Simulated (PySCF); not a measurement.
C7H7N3.
SMILES with atom numbers: `[CH:1]#[C:2][c:3]1[cH:4][n:5][n:6]([CH2:7][CH:8]=[CH2:9])[n:10]1`

Geometry (GFN2-xTB, Å), atoms numbered from 1 in this order:
```
atom  x, y, z in Å
C1     0.7437   -0.2385   -4.4361
C2     0.6975   -0.0024   -3.2603
C3     0.6851    0.2881   -1.8857
C4     1.7638    0.6661   -1.0623
N5     1.2970    0.8496    0.1604
N6     0.0128    0.5987    0.0697
C7    -0.8632    0.6510    1.2070
C8    -1.1401   -0.7326    1.7228
C9    -0.9445   -1.1076    2.9713
N10   -0.4073    0.2583   -1.1200
H11    0.7741   -0.4475   -5.4633
H12    2.7951    0.8047   -1.3093
H13   -1.8000    1.1189    0.8859
H14   -0.3778    1.2633    1.9686
H15   -1.5166   -1.4223    0.9799
H16   -0.5647   -0.4279    3.7164
H17   -1.1619   -2.1078    3.3036
```

Definitions: NICS(0) = −σiso at the ring centroid; NICS(1) = −σiso and NICS(1)zz = −σzz at ±1 Å along the ring normal z. Level: GIAO PBE0/pcSseg-1 (PySCF, non-relativistic, gas phase) on the GFN2-xTB geometry, one conformer.

Ring bond lengths (Å), with Mayer bond orders in brackets: C3–C4 1.409 (1.30), C4–N5 1.322 (1.53), N5–N6 1.312 (1.24), N6–N10 1.307 (1.25), N10–C3 1.334 (1.40).

Question: What do the NICS probes read (ppm)?

Answer: 
```tsv
ring	type	NICS(0)	NICS(1), two faces	NICS(1)zz, two faces	rms pucker (Å)	centre to ring atoms, mean (Å)
C3–C4–N5–N6–N10	5-membered ring with 3 N; formal bonds all aromatic	-13.6	-13.0 / -12.9	-32.4 / -31.6	0.00	1.14
```

Question: What do they say, and how far can they be read as aromaticity?

Answer: 
- C3–C4–N5–N6–N10: mean NICS(1)zz -32.0 ppm, shielded. For a flat ring without four-coordinate atoms the NICS criterion counts such a value as aromatic.

Question: And the bond-length index? Use HOMA with the parameters of Krygowski (1993).

Answer: 
- C3–C4–N5–N6–N10: HOMA 0.97; the largest term is that of C3–C4, α(R − Ropt)² = 0.11. The geometric and the magnetic index point the same way.

Question: Give the inner angles of the rings and the Hirshfeld charges of the ring atoms.

Answer: 
- C3–C4–N5–N6–N10: C3 107.3° (+0.018 e), C4 107.9° (-0.023 e), N5 104.8° (-0.129 e), N6 115.3° (+0.105 e), N10 104.7° (-0.120 e); sum 540.0° against 540° for a flat convex ring.
